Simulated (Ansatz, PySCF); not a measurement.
Reaction (SMILES): C[C@H](Cl)CCCl -> [CH3] (CH3) + Cl[CH]CCCl (the C-C bond at the site shown breaks; other sites are not compared here)
Geometries: B3LYP-D3(BJ)/def2-TZVP minima from Ansatz (an electronic-structure program), one conformer each, not searched for the lowest. Frequencies are from PySCF.

Wanted: bond dissociation energy (enthalpy at 298 K, with B3LYP-D3(BJ) rigid-rotor harmonic-oscillator terms), in kcal/mol. Cores are frozen in the correlated levels unless marked. Open shells are spin-unrestricted. Spin-orbit coupling is left out. Non-relativistic. CBS marks a two-point X^-3 extrapolation of the correlation energy; Hartree-Fock from the larger set. The bracket is a focal-point correction in the basis named.

RI-MP2/CBS(cc-pV(T+d)Z,cc-pV(Q+d)Z)+[CCSD(T)-MP2]/cc-pV(T+d)Z (Ansatz) gives 90.3 kcal/mol.

### Question
Another calculation gave 84.2 kcal/mol. Which level was it?
A. PBE-QIDH/def2-TZVPD (Ansatz)
B. r2SCAN0/def2-TZVPD (Ansatz)
C. SVWN5/def2-TZVPD (Ansatz)
D. PBE0/def2-TZVPD (Ansatz)

### Answer
D, PBE0/def2-TZVPD (Ansatz). The others give 79.5 (r2SCAN0), 88.4 (PBE-QIDH), 103.4 (SVWN5) kcal/mol.
